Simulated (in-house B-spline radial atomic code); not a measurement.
Si2+: [Ne] 3s2

All numbers are computed (non-relativistic AM05, spin-polarised, spherical fractional occupations; point nucleus) with a radial B-spline atomic code at the basis-set limit, not measured.

Effective charges: Z_r = [3n² - l(l+1)]/(2<r>) from the radius, Z_e = n√(-2ε) from the energy, and Slater's rules. Values are occupation-weighted means over spin.

| shell | electrons | ε (eV) | <r> (bohr) | Z_r | Z_e | Slater |
| --- | --- | --- | --- | --- | --- | --- |
| 1s | 2 | -1796.3 | 0.1119 | 13.40 | 11.49 | 13.70 |
| 2s | 2 | -159.54 | 0.5704 | 10.52 | 6.85 | 9.85 |
| 2p | 6 | -116.78 | 0.5371 | 9.31 | 5.86 | 9.85 |
| 3s | 2 | -28.385 | 1.957 | 6.90 | 4.33 | 4.85 |

The least bound orbital is 3s at -28.38 eV, and it is also the most diffuse (<r> = 1.957 bohr).
